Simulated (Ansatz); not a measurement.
Reaction (formal exchange of groups at a Te–C bond): `C=[C]([GeH3])[TeH]` + GeH₄ → `[GeH3][TeH]` + `C=[CH][GeH3]`

Isolated molecules relaxed with PBE0-D4/def2-TZVP in Ansatz; ΔE leaves out vibrations. CBS: MP2 limit from def2 TZ/QZ plus the TZ coupled-cluster correction, frozen cores. Functionals use def2-TZVPP. B3LYP here is the variant with VWN-RPA as its local correlation; programs differ in this. Elements past krypton have def2 core potentials. For Ge, Te outer-core shells are correlated without core-valence functions, which leaves a few kJ/mol of doubt a bond. Scalar relativity is left out up to krypton.

```tsv
level	ΔE (kJ/mol)	difference from CCSD(T)/CBS
PBE-D4	-85.2	-0.5
r2SCAN-D4	-88.7	-4.0
PBE0-D4	-92.0	-7.3
B3LYP-D4	-88.1	-3.4
ωB97X-V	-90.3	-5.6
ωB97M-V	-91.1	-6.4
B2PLYP	-90.3	-5.6
PBE	-90.3	-5.6
r2SCAN	-90.0	-5.3
PBE0	-96.4	-11.7
B3LYP	-96.5	-11.8
HF/def2-TZVPP	-110.0	-25.3
MP2/def2-TZVPP	-79.9	4.8
SCS-MP2/def2-TZVPP	-81.6	3.1
CCSD/def2-TZVPP	-87.9	-3.2
CCSD(T)/def2-TZVPP	-82.7	2.0
HF/def2-QZVPP	-108.9	-24.2
MP2/def2-QZVPP	-80.7	4.0
SCS-MP2/def2-QZVPP	-82.5	2.2
HF/CBS(def2)	-108.7	-24.0
MP2/CBS(def2)	-81.9	2.8
CCSD/CBS(def2)	-89.8	-5.1
CCSD(T)/CBS	-84.7	0
```

Largest T1 diagnostic among the species: 0.012.

The D4 term adds +8.4 kJ/mol with B3LYP and +4.5 kJ/mol with PBE0; it sums over pairs of atoms, weighted by their polarisabilities, and B3LYP, whose exchange is more repulsive, gets the larger term. In def2-TZVPP, CCSD(T) changes the Hartree–Fock value by +27.2 kJ/mol (the triples alone add +5.1 kJ/mol) and MP2 by +30.1 kJ/mol. From PBE to PBE0 (25 % exact exchange), in def2-TZVPP and without D4, ΔE moves by −6.1 kJ/mol.
